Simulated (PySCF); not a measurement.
This script is equivalent to a calculation on Zn⁺ (zinc, charge +1).

```python
from pyscf import gto, scf, dft, mp, cc
import basis_set_exchange as bse
mol = gto.M(atom="Zn 0 0 0", charge=1, spin=1, symmetry="D2h",
            basis=gto.basis.parse(bse.get_basis("def2-TZVP", elements=["Zn"], fmt="nwchem", header=False)))
mf = dft.UKS(mol, xc="R2SCAN")
mf.irrep_nelec = {'Ag': (6, 5), 'B1g': (1, 1), 'B2g': (1, 1), 'B3g': (1, 1), 'B1u': (2, 2), 'B2u': (2, 2), 'B3u': (2, 2)}
mf.kernel()
```

Question: What total energy does it give?

Answer: -1779.036 hartree (calculated).

Question: Which occupied shell lies highest, and where?

Answer: 4s α, at -14.622 eV.

Question: What is ⟨S²⟩, and what would a pure spin state give?

Answer: 0.752, against 0.75.
